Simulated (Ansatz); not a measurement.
Start from `BB` and change one atom or group to get `B[BH][GeH3]`.

Ansatz, PBE0-D4/def2-TZVP geometries, multiplicity 1. 

Scalar relativity is left out up to krypton.

```
                                          property   `BB`
              HOMO–LUMO gap (PBE0/def2-TZVPP) / eV   6.98
size of the dipole moment (ωB97M-V/def2-TZVPP) / D   0.00
                HOMO energy (PBE0/def2-TZVPP) / eV  -8.65
           HOMO–LUMO gap (ωB97M-V/def2-TZVPP) / eV  11.24
  size of the dipole moment (B3LYP/def2-TZVPP) / D   0.00
               LUMO energy (B3LYP/def2-TZVPP) / eV  -1.90
```

Task: What does the change do to each property? (Best estimate.)

Result: Computed: 
| property | `B[BH][GeH3]` | shift |
| --- | --- | --- |
| HOMO–LUMO gap (PBE0/def2-TZVPP) / eV | 5.80 | -1.18 |
| size of the dipole moment (ωB97M-V/def2-TZVPP) / D | 0.43 | 0.43 |
| HOMO energy (PBE0/def2-TZVPP) / eV | -7.89 | 0.76 |
| HOMO–LUMO gap (ωB97M-V/def2-TZVPP) / eV | 9.90 | -1.34 |
| size of the dipole moment (B3LYP/def2-TZVPP) / D | 0.42 | 0.42 |
| LUMO energy (B3LYP/def2-TZVPP) / eV | -2.27 | -0.37 |

With PBE0 the HOMO rises by 0.76 eV and the LUMO falls by 0.42 eV, so the gap narrows by about 1.18 eV. PBE moves the HOMO by 0.55 eV and ωB97M-V by 0.94 eV. The zero-point energy changes by 41.5 kJ/mol with +9 modes.

B3LYP here is the variant with VWN-RPA as its local correlation; programs differ in this.
